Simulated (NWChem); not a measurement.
Species: C2H6OSi; SMILES CC(=O)[SiH3]

```xyz
10

C     -1.0193     1.4823     0.0000
C      0.1634     0.5518     0.0000
O      1.3049     0.9530     0.0000
Si    -0.0723    -1.3796     0.0000
H     -1.6506     1.2889     0.8832
H     -1.6506     1.2889    -0.8832
H     -0.6791     2.5275     0.0000
H      0.5999    -1.9138    -1.2197
H      0.5999    -1.9138     1.2197
H     -1.5106    -1.7919     0.0000
```
Atoms are numbered in this order, from 1.

Computed with NWChem. Medium grid unless said otherwise, to which SCAN and Minnesota functionals are sensitive. The geometry was optimised at PBE0/def2-SVP. B3LYP is NWChem's, with the RPA form of VWN correlation.

For level B3LYP/def2-TZVP:

| Property | Value |
|---|---|
| highest occupied level (eV) | -6.76 |
| orbital gap (eV) | 5.24 |

**Question.** How do the values read with level r2SCAN/def2-TZVP instead?

**Answer.** The highest occupied level (eV) comes out as -5.79 and the orbital gap (eV) comes out as 3.59.
